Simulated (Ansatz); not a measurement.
Input and output for `C=CCCCCCCCCC[S][Cu]`.

```yaml
crystal:
  periodic: [false, false, false]
  atoms:
    - {symbol: C, position_ang: [-5.794392, -0.569600, 0.599201]}
    - {symbol: C, position_ang: [-4.870743, 0.076869, -0.134080]}
    - {symbol: C, position_ang: [-3.916384, -0.577008, -1.095066]}
    - {symbol: C, position_ang: [-2.432207, -0.480778, -0.685230]}
    - {symbol: C, position_ang: [-1.867861, 0.944620, -0.655685]}
    - {symbol: C, position_ang: [-0.395351, 1.035141, -0.231259]}
    - {symbol: C, position_ang: [0.596626, 0.400048, -1.213994]}
    - {symbol: C, position_ang: [2.072277, 0.573154, -0.829875]}
    - {symbol: C, position_ang: [2.490327, -0.150222, 0.455369]}
    - {symbol: C, position_ang: [3.981953, -0.009783, 0.771618]}
    - {symbol: C, position_ang: [4.420767, -0.748511, 2.035144]}
    - {symbol: S, position_ang: [6.180999, -0.485646, 2.509976]}
    - {symbol: Cu, position_ang: [7.097801, -0.805947, 0.625218]}
    - {symbol: H, position_ang: [-6.459264, -0.034989, 1.295535]}
    - {symbol: H, position_ang: [-5.921557, -1.663500, 0.525980]}
    - {symbol: H, position_ang: [-4.787825, 1.174342, -0.024544]}
    - {symbol: H, position_ang: [-4.194533, -1.645900, -1.212581]}
    - {symbol: H, position_ang: [-4.033269, -0.109730, -2.100432]}
    - {symbol: H, position_ang: [-2.303138, -0.947769, 0.316848]}
    - {symbol: H, position_ang: [-1.839320, -1.101119, -1.391256]}
    - {symbol: H, position_ang: [-1.991789, 1.408250, -1.661656]}
    - {symbol: H, position_ang: [-2.473391, 1.565322, 0.039154]}
    - {symbol: H, position_ang: [-0.283948, 0.569525, 0.773208]}
    - {symbol: H, position_ang: [-0.123101, 2.105764, -0.097085]}
    - {symbol: H, position_ang: [0.380104, -0.686044, -1.323765]}
    - {symbol: H, position_ang: [0.430374, 0.842917, -2.221409]}
    - {symbol: H, position_ang: [2.303408, 1.658255, -0.729458]}
    - {symbol: H, position_ang: [2.708938, 0.208119, -1.666287]}
    - {symbol: H, position_ang: [2.227279, -1.229553, 0.370899]}
    - {symbol: H, position_ang: [1.902435, 0.235543, 1.317252]}
    - {symbol: H, position_ang: [4.258962, 1.062635, 0.867971]}
    - {symbol: H, position_ang: [4.589041, -0.396904, -0.084185]}
    - {symbol: H, position_ang: [3.836862, -0.382199, 2.908681]}
    - {symbol: H, position_ang: [4.209920, -1.835296, 1.945784]}
basis:
  gaussian: {orbitals: def2-mTZVP}
magnetization: {spin_polarized: true, initial_magnetization: 2}
hamiltonian: {xc: {name: rPW86-PBE}, pseudopotentials: {relativity: none}}
scf: {omitted_lower_state_checks: [starts]}
```

```sh
$ ansatz run in.yaml --threads 4 --pin off --events-out ev --progress --plain --max-ram 6963MiB
```

It prints (some lines left out):

```
Functional definition: rPW86-PBE
3553 factors; their error is unknown
mean field evaluation 1: about -67226.6033 eV, gradient 1.0e2 eV
mean field evaluation 2: about -66052.1421 eV, gradient 3.0e2 eV
mean field evaluation 4: about -67264.2349 eV, gradient 6.8e1 eV
mean field evaluation 8: about -67266.5864 eV, gradient 6.4e1 eV
mean field evaluation 16: about -67286.3326 eV, gradient 6.6e-4 eV
mean field -67286.33256133 eV, -2472.7271133147 hartree, gradient 2.1e-5 eV, S^2 2.003600; 0 other end points of the search recorded, 0 dependent functions left out
reference -67286.33278215 eV, -2472.7271214294 hartree; 67, 65 occupied and 260, 262 virtual orbitals, 3553 factors
Total energy: -67286.33278215 eV, -2472.7271214294 hartree
Checks for a lower state left out: starts
```

It took 17 s on 4 threads of AMD EPYC 9R45 on a shared host, peak host memory 1.3 GiB.
